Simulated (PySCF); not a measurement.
CH₃ClF₂Ge.

```xyz
8

C     -1.5896    -1.2690     0.0000
Ge     0.0331    -0.2542     0.0000
F      1.0196    -0.6349     1.3612
F      1.0196    -0.6349    -1.3612
Cl    -0.2462     1.8566     0.0000
H     -2.1731    -1.0221     0.8971
H     -2.1731    -1.0221    -0.8971
H     -1.3445    -2.3400     0.0000
```
Charge 0, spin multiplicity 1.

The structure is a stationary point at PBE0-D3(BJ)/def2-SVP. The structure was generated by enumeration, and PubChem lists no compound with its InChIKey, so it may never have been made.

The numbers are results of HF/pcSseg-1 in PySCF, not measurements. Non-relativistic, no solvent.

Computed absolute GIAO shielding of each atom: isotropic value and principal components (ppm):
```tsv
atom	σ(iso)	σ11	σ22	σ33	span
C1	191.9	187.0	187.4	201.2	14.2
Ge2	1470.4	1372.7	1393.4	1645.1	272.4
F3	368.5	320.2	372.6	412.7	92.5
F4	368.5	320.2	372.6	412.7	92.5
Cl5	960.7	870.3	924.8	1086.9	216.6
H6	30.7	25.3	27.9	39.0	13.7
H7	30.7	25.3	27.9	39.0	13.7
H8	30.6	24.9	27.2	39.8	14.9
```
